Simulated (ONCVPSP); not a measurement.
# nitrogen (N): excitation energies, all-electron against ONCV

ONCVPSP 4.0.1 input, shortened (lines: element, Z, core and valence counts, functional; n l f; lmax; l rc ep ncon nbas qcut; lloc lpopt rc5 dvloc0; l nproj debl; icmod fcfact rcfact), PBE, non-relativistic:

```
  N 7.00    1    2        4      upf
    1    0    2.00
    2    0    2.00
    2    1    2.00
    2
    0    1.00    0.00    5    8    5.50
    1    1.15    0.00    4    7    6.70
    2    1.10    0.28    4    7    7.70
    4    5    0.95    3.00
    0    2    3.50
    1    1    3.20
    2    3    3.00
    3    4.25    1.65
```

Energies are relative to the spin-unpolarised reference configuration 2s2 2p2; without spin polarisation the order of configurations can differ from experiment.

(1) Give the all-electron excitation energy and the error of the potential for: 2s2 2p3; 2s2 2p1; 2s2 2p0; 2s1 2p3.

## Answers

(1)

```tsv
valence configuration	charge	ΔE all-electron (eV)	error AE − PS (meV)
2s2 2p3	0	-13.597	+5.5
2s2 2p1	+2	28.859	+35
2s2 2p0	+3	75.943	+275
2s1 2p3	+1	11.747	+17
```
